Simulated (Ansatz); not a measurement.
Relaxation of the cluster PbSe2 with RKS r2SCAN-D4/def2-TZVP.

```sh
$ ansatz run in.yaml --threads 4 --pin off --events-out ev --progress --plain --max-ram 3916MiB
```

```yaml
crystal:
  periodic: [false, false, false]
  atoms:
    - {symbol: Pb, position_ang: [-1.468900, 0.372670, 0.301660]}
    - {symbol: Se, position_ang: [1.082850, 0.330840, 0.898300]}
    - {symbol: Se, position_ang: [0.386050, -0.703510, -1.199960]}
basis:
  gaussian: {orbitals: def2-TZVP}
hamiltonian: {xc: r2scan, dispersion: d4}
scf: {lower_state_search: "off"}
output: {orbitals: {seedname: orbitals}}
relax: {f_tol: 0.02, max_steps: 100}
```

It took 5.5 s on 4 threads of AMD EPYC 7B13 on a shared host.

Positions (Å) and forces (eV/Å) at steps 1, 3 of 3:

```xyz
3
step=1 energy=-135951.8631 eV
Pb   -1.469    0.373    0.302   -0.022    0.011    0.014
Se    1.083    0.331    0.898   -0.004   -0.011   -0.022
Se    0.386   -0.704   -1.200    0.026    0.001    0.008
3
step=3 energy=-135951.8632 eV
Pb   -1.470    0.373    0.303   -0.003    0.001    0.001
Se    1.082    0.330    0.897    0.003    0.002    0.005
Se    0.388   -0.703   -1.199    0.000   -0.003   -0.005
```

In the def2 sets Pb takes a core potential; there is no spin–orbit coupling. The structure comes from a short search, and lower isomers may exist.
